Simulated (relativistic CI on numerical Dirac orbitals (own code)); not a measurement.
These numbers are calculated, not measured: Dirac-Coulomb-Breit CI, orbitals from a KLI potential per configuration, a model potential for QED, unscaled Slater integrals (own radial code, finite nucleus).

Configurations in the expansion (outside the closed core 1s2): 2s2, 2s.2p, 2p2, 2p.3s, 2p.3p, 2s.3s, 2s.3p, 2s.3d, 2s.4s, 2s.4p, 2s.4d, 2s.4f, 2s.5s, 3s2, 2s.5p, 2s.5d, 2s.5f, 2s.5g, 3s.3p, 3p2. Levels of other configurations are missing.

At this charge energies of transitions that change n are usually good to better than 1 %, and those within a shell (Δn = 0) to a few per cent.

Outline of the computed level scheme of Te XLIX. Lowest level of each configuration: 2s2 1S_0 at 0.00 eV; 2s.2p 3P°_0 at 99.30 eV; 2p2 3P_0 at 287.63 eV; 2s.3s 3S_1 at 4980.59 eV; 2s.3p 3P°_0 at 5029.29 eV; 2p.3s 3P°_1 at 5099.83 eV; 2p.3p 3D_1 at 5130.51 eV; 2s.3d 3D_2 at 5147.25 eV; 2s.4s 3S_1 at 6694.61 eV.

Some strong electric-dipole decays among the lowest 36 levels: 2s.3d 3D_3 → 2s.2p 3P°_2 (4.0e+14 s⁻¹); 2s.3d 3D_2 → 2s.2p 3P°_1 (3.5e+14 s⁻¹); 2s.3d 1D_2 → 2s.2p 1P°_1 (3.4e+14 s⁻¹); 2p.3p 3D_1 → 2s.2p 3P°_0 (2.2e+14 s⁻¹); 2p.3p 3D_1 → 2s.2p 3P°_1 (2.1e+14 s⁻¹); 2p.3p 3P_0 → 2s.2p 3P°_1 (1.6e+14 s⁻¹); 2p.3p 1S_0 → 2s.2p 1P°_1 (1.3e+14 s⁻¹); 2s.3p 1P°_1 → 2s2 1S_0 (1.2e+14 s⁻¹).

LS names give the leading component of a level, which can be under half, so a name can repeat, a term be missing and a line seem to break the LS rules.
